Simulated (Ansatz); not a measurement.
C2H4NOSi, SMILES `CO[SiH]C#N` radical, relaxed with UKS PBE0-D4/def2-TZVP in Ansatz 0.2.0 from a PBE-D4/def2-SVP geometry. The force threshold is 0.005 eV/Å; the program also tests the step.

Charge 0, multiplicity 2.

Start:

```xyz
9

C    -0.991   -1.041    0.177
O     0.126   -0.806   -0.668
Si    1.430    0.188   -0.335
C     0.798    1.798    0.359
N     0.415    2.759    0.919
H    -1.803   -1.471   -0.444
H    -0.742   -1.769    0.980
H    -1.363   -0.104    0.650
H     2.129    0.445   -1.638
```

```tsv
step	energy (eV)	largest force (eV/Å)	largest move (Å)
1	-13545.5139	2.372	0.000
2	-13545.5862	0.716	0.036
3	-13545.5982	0.119	0.018
4	-13545.5987	0.027	0.006
5	-13545.5988	0.024	0.006
6	-13545.5989	0.013	0.007
7	-13545.5989	0.009	0.007
8	-13545.5990	0.009	0.011
9	-13545.5990	0.006	0.008
10	-13545.5990	0.009	0.012
11	-13545.5991	0.011	0.011
12	-13545.5991	0.006	0.006
13 (rejected)	-13545.5991	0.003	0.003
14	-13545.5991	0.002	0.001
```

End:

```xyz
9

C    -0.989   -1.026    0.173
O     0.122   -0.790   -0.672
Si    1.394    0.174   -0.350
C     0.792    1.765    0.377
N     0.441    2.711    0.939
H    -1.760   -1.512   -0.423
H    -0.712   -1.685    1.001
H    -1.386   -0.090    0.578
H     2.098    0.452   -1.623
```

Run time 26 s (2 threads of an AMD EPYC 7R13 on a shared host and a share of an NVIDIA H100 80 GB); peak host memory 0.87 GiB.
